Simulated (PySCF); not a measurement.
Compound: 4'-bromoacetophenone, C8H7BrO.
Numbering: `[CH3:1][C:2](=[O:3])[c:4]1[cH:5][cH:6][c:7]([Br:8])[cH:9][cH:10]1` (hydrogens: H11, H12, H13 on C1; H14 on C5; H15 on C6; H16 on C9; H17 on C10)

Method used: PBE0-D3(BJ)/def2-SVP geometry optimisation, gas phase (PySCF).

Q: List the bond lengths, angles and torsions at this level.

A: 
| bond | length (Å) | order |
| --- | --- | --- |
| C1–C2 | 1.508 | single |
| C2=O3 | 1.211 | double |
| C2–C4 | 1.498 | single |
| C4–C5, C4–C10 | 1.400 | aromatic |
| C5–C6, C9–C10 | 1.390 | aromatic |
| C6–C7, C7–C9 | 1.395 | aromatic |
| C7–Br8 | 1.883 | single |
| C1–H11, C1–H12, C1–H13 | 1.099 | single |
| C5–H14, C10–H17 | 1.092 | single |
| C6–H15, C9–H16 | 1.091 | single |

Bonds in one row agree within 0.01 Å and their mean is given. Orders are formal, as drawn. A selection of angles:
| angle | degrees |
| --- | --- |
| C1–C2–O3 | 121.2 |
| C1–C2–C4 | 118.5 |
| O3–C2–C4 | 120.3 |
| C2–C4–C5 | 117.9 |
| C2–C4–C10 | 123.1 |
| C5–C4–C10 | 119.0 |
| C4–C5–C6 | 121.0 |
| C5–C6–C7 | 119.0 |
| C6–C7–Br8 | 119.4 |
| C6–C7–C9 | 121.1 |

Torsions: C1–C2–C4–C5 180° (antiperiplanar).

The C–C distances run from 1.388 Å (C5–C6, aromatic) to 1.508 Å (C1–C2, drawn single), a spread of 0.120 Å. Of the pairs four or more bonds apart, O3···H14 is among the closest relative to their van der Waals radii: 2.41 Å, 89 % of the sum of Bondi's values. The 6-membered ring C4–C5–C6–C7–C9–C10 has internal angles of 119.0° to 121.1°; it is planar, 0.00 Å rms from its mean plane, widest ring torsion 0°. The 10 heavy atoms lie in one plane (0.003 Å rms).

Point group: Cs (every atom within 0.08 Å of its image). Not checked by PBE0-D3(BJ)/def2-SVP frequencies. One conformer, not necessarily the lowest.
